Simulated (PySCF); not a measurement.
PBE0 on As²⁺ (arsenic, charge +2)

Configuration: [Ar] 3d10 4s2 4p1, 2P determinant. All numbers are calculated (PySCF 2.14, no relativity, point nucleus, in pcseg-2 (6s5p3d1f, 43 functions)).

* Total energy: -2234.530 hartree
* One-electron energy: -3089.359 hartree
* Hartree (Coulomb) energy: 937.036 hartree
* Exchange-correlation energy: -82.206 hartree
* Kinetic energy: 2234.47365 hartree
* ⟨S²⟩: 0.7528
* ⟨L²⟩: 2.009
* Sum of ⟨r⟩: 19.07 bohr
* Sum of ⟨r²⟩: 22.66 bohr²
* Traceless quadrupole moment −½Σ⟨3z² − r²⟩ along its main axis: -2.08 e·bohr²
* Density at the nucleus (Gaussians lack the cusp): 24400 bohr⁻³
* Spin density at the nucleus: -0.276 bohr⁻³
* Langevin diamagnetic susceptibility: -17.9 ×10⁻⁶ cm³/mol
* Time after the integrals: 0.32 s of wall time on 1 thread of Intel(R) Xeon(R) 6975P-C (shared host)

```tsv
shell	electrons	mean orbital energy (hartree)	spread (hartree)	rms radius, mean of both spins (bohr)
1s α	1	-426.95172	0	0.0537
1s β	1	-426.94924	0	0.0537
2s α	1	-54.72428	0	0.224
2s β	1	-54.72318	0	0.224
2p α	3	-48.96801	0.00313	0.198
2p β	3	-48.96561	0.00807	0.198
3s α	1	-7.86961	0	0.653
3s β	1	-7.86585	0	0.653
3p α	3	-5.90829	0.01326	0.673
3p β	3	-5.90346	0.02393	0.673
3d α	5	-2.46857	0.01652	0.751
3d β	5	-2.46389	0.02443	0.751
4s α	1	-1.27630	0	1.97
4s β	1	-1.22630	0	1.97
4p α	1	-0.90087	0	2.30
```
